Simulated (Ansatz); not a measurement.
Basis-set extrapolation for C₉H₁₂O, SMILES `CC(C)c1cccc(O)c1` (PBE0-D4/def2-TZVP geometry, frozen core, Ansatz). Multiplicity 1, RHF reference.

```json
{"": "HF", "def2-TZVPP": "-422.826484", "def2-QZVPP": "-422.844879"}
{"": "MP2 correlation", "def2-TZVPP": "-1.710388", "def2-QZVPP": "-1.821748"}
{"": "CCSD(T) correlation", "def2-TZVPP": "-1.843641", "def2-QZVPP": "not run"}
```

Energies in hartree. Use E(X) = E(∞) + A·exp(−7.88·√X) for Hartree–Fock and E(X) = E(∞) + B·X^(−2.97) for correlation, with X = 3 and 4, and add CCSD(T) minus MP2 of the smaller set to the MP2 limit.

Question: What is the CCSD(T) energy at the basis-set limit?

Answer: HF limit: -422.844879 + (-0.018395) × 0.13774 = -422.84741. MP2 limit: -1.821748 + (-0.111360) × 0.74074 = -1.90424. Higher-order term: -1.843641 − (-1.710388) = -0.13325. Total: -424.88490 hartree, 5.84 eV below CCSD(T)/def2-TZVPP.
